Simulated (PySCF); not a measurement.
Compound: C₃H₁₂O₃Si₄.
SMILES with atom numbers: `[CH3:1][C:2]#[C:3][SiH2:4][O:5][SiH:6]([O:7][SiH3:8])[O:9][SiH3:10]` (hydrogens: H11, H12, H13 on C1; H14, H15 on Si4; H16 on Si6; H17, H18, H19 on Si8; H20, H21, H22 on Si10)

Computed by this run: PySCF, PBE0-D3(BJ)/def2-SVP geometry optimisation, gas phase; density fitting, grid level 1; the optimiser is geomeTRIC in internal coordinates, started from a GFN2-xTB structure.

Step 1: E = -40923.0307 eV
```
atom  x, y, z in Å  |  force x, y, z in eV/Å
C1      2.5006   -2.3163   -2.2043    0.009  -0.023  -0.001
C2      2.2832   -1.5275   -1.0092   -0.014   0.015   0.034
C3      2.0986   -0.8611   -0.0047   -0.004   0.060   0.072
Si4     1.7786    0.2129    1.4409   -0.093   0.097  -0.246
O5      0.9075    1.5386    0.9432    0.043  -0.001   0.115
Si6    -0.4440    2.0656    0.1708   -0.041  -0.256   0.046
O7     -0.8487    0.9980   -1.0138   -0.056  -0.048  -0.060
Si8    -1.4441   -0.5030   -1.4066    0.083   0.133   0.087
O9     -1.6818    2.1791    1.2493   -0.049   0.006   0.059
Si10   -2.7163    1.3645    2.2635    0.112   0.050  -0.112
H11     1.6031   -2.3104   -2.8422    0.002  -0.006  -0.013
H12     2.7299   -3.3618   -1.9458    0.002  -0.004  -0.020
H13     3.3414   -1.9149   -2.7909   -0.003  -0.014  -0.016
H14     3.0605    0.7072    2.0097   -0.013  -0.048   0.031
H15     0.9914   -0.5475    2.4524    0.030  -0.004   0.042
H16    -0.1902    3.3854   -0.4159    0.005   0.082  -0.034
H17    -2.9219   -0.4217   -1.5900   -0.022   0.007  -0.020
H18    -0.8216   -0.9648   -2.6800    0.027   0.014  -0.001
H19    -1.1437   -1.4801   -0.3206   -0.011  -0.036   0.025
H20    -3.4668    0.3333    1.4868   -0.023  -0.030  -0.006
H21    -1.9482    0.6877    3.3482    0.012  -0.012   0.031
H22    -3.6759    2.3341    2.8599    0.007   0.019  -0.014
```

Step 2: E = -40923.0389 eV
```
atom  x, y, z in Å  |  force x, y, z in eV/Å
C1      2.4150   -2.3199   -2.1943    0.009  -0.002   0.017
C2      2.2300   -1.5151   -1.0021    0.003  -0.023  -0.011
C3      2.0712   -0.8373   -0.0005    0.013   0.018  -0.013
Si4     1.7844    0.2456    1.4419   -0.056   0.007  -0.108
O5      0.9151    1.5738    0.9581    0.049   0.055   0.129
Si6    -0.4404    2.0786    0.1805    0.004  -0.092  -0.053
O7     -0.8047    1.0086   -1.0129   -0.073   0.006  -0.031
Si8    -1.3701   -0.4983   -1.4132    0.050   0.019   0.032
O9     -1.6889    2.1651    1.2470   -0.007   0.012   0.009
Si10   -2.7066    1.3244    2.2520    0.024   0.005  -0.012
H11     1.5062   -2.3093   -2.8162    0.000   0.003   0.003
H12     2.6362   -3.3662   -1.9325    0.000   0.001   0.001
H13     3.2487   -1.9370   -2.8030    0.000   0.000  -0.002
H14     3.0781    0.7215    1.9973    0.004  -0.016   0.013
H15     1.0122   -0.5080    2.4711    0.017   0.004   0.026
H16    -0.2085    3.4098   -0.4008   -0.008   0.002   0.008
H17    -2.8379   -0.4279   -1.6755    0.001   0.005  -0.010
H18    -0.6769   -0.9614   -2.6495   -0.002  -0.004   0.004
H19    -1.1198   -1.4684   -0.3055   -0.028   0.001   0.001
H20    -3.4190    0.2617    1.4782    0.005  -0.005   0.003
H21    -1.9326    0.6825    3.3562   -0.002   0.000  -0.002
H22    -3.7002    2.2745    2.8239   -0.003   0.003  -0.005
```

Step 3: E = -40923.0438 eV
```
atom  x, y, z in Å  |  force x, y, z in eV/Å
C1      2.4374   -2.3196   -2.2067    0.001   0.021   0.009
C2      2.2424   -1.5062   -1.0210    0.003  -0.043  -0.014
C3      2.0761   -0.8245   -0.0228   -0.031   0.001  -0.068
Si4     1.7814    0.2473    1.4240    0.048  -0.099   0.055
O5      0.9153    1.5837    0.9681   -0.002   0.067   0.062
Si6    -0.4434    2.0725    0.1851    0.046   0.114  -0.112
O7     -0.8023    1.0011   -1.0069   -0.018   0.068   0.038
Si8    -1.4004   -0.4916   -1.3973   -0.016  -0.093  -0.078
O9     -1.6934    2.1621    1.2469    0.029   0.013  -0.023
Si10   -2.6941    1.3190    2.2617   -0.065  -0.042   0.084
H11     1.5337   -2.3123   -2.8362   -0.004   0.004   0.010
H12     2.6560   -3.3649   -1.9388   -0.002   0.004   0.017
H13     3.2749   -1.9420   -2.8136    0.004   0.008   0.011
H14     3.0760    0.7019    1.9936    0.016   0.024  -0.007
H15     1.0179   -0.5178    2.4532   -0.009   0.005  -0.013
H16    -0.2186    3.4076   -0.3988   -0.009  -0.061   0.023
H17    -2.8345   -0.3606   -1.7945    0.017  -0.009   0.010
H18    -0.6255   -1.0278   -2.5532   -0.018  -0.023   0.011
H19    -1.3029   -1.4353   -0.2421    0.011   0.029  -0.003
H20    -3.3723    0.2150    1.5126    0.019   0.019   0.007
H21    -1.9156    0.7280    3.3925   -0.012   0.008  -0.025
H22    -3.7166    2.2617    2.7946   -0.008  -0.015   0.005
```

Q: Estimate the geometry and energy of step 4. (The exact step hangs on the optimiser's Hessian estimate; all steps are aligned on step 3, rigid shifts and turns removed.)

A: E = -40923.0460 eV, largest force 0.082 eV/Å
```
atom  x, y, z in Å  |  force x, y, z in eV/Å
C1      2.4035   -2.3267   -2.1970    0.004   0.004  -0.008
C2      2.2158   -1.5054   -1.0172    0.009  -0.023   0.011
C3      2.0578   -0.8167   -0.0227   -0.025   0.023  -0.033
Si4     1.7807    0.2600    1.4253    0.031  -0.069   0.033
O5      0.9183    1.6016    0.9737    0.009   0.056   0.045
Si6    -0.4403    2.0865    0.1859    0.017   0.014  -0.056
O7     -0.7882    1.0161   -1.0112   -0.024   0.050   0.004
Si8    -1.3700   -0.4833   -1.4069   -0.002  -0.055  -0.018
O9     -1.6940    2.1585    1.2461    0.004   0.016  -0.006
Si10   -2.6876    1.2994    2.2567   -0.027  -0.024   0.034
H11     1.4974   -2.3193   -2.8228    0.001  -0.002   0.003
H12     2.6182   -3.3707   -1.9208    0.001   0.002   0.006
H13     3.2410   -1.9559   -2.8081    0.002   0.001   0.005
H14     3.0818    0.7102    1.9857    0.004   0.012  -0.014
H15     1.0181   -0.4990    2.4594   -0.004   0.003  -0.008
H16    -0.2249    3.4236   -0.3902    0.001  -0.017   0.005
H17    -2.8047   -0.3681   -1.8039    0.005   0.000  -0.002
H18    -0.5911   -1.0182   -2.5601   -0.012  -0.004   0.003
H19    -1.2640   -1.4206   -0.2484    0.004   0.008   0.000
H20    -3.3437    0.1881    1.5008    0.003   0.005   0.001
H21    -1.9045    0.7153    3.3864   -0.001   0.005  -0.004
H22    -3.7281    2.2219    2.7898   -0.001  -0.005   0.001
```

The energy changes by -0.0022 eV. The first-order estimate −F·Δx gives -0.0033 eV and the mean of the old and new forces, exact on a quadratic surface, -0.0021 eV. The step makes an angle of 86° with the force vector and moves no atom by more than 0.042 Å.

The cost below is that of the whole optimisation. Rough CPU time on one thread of a shared machine: about 10 min.
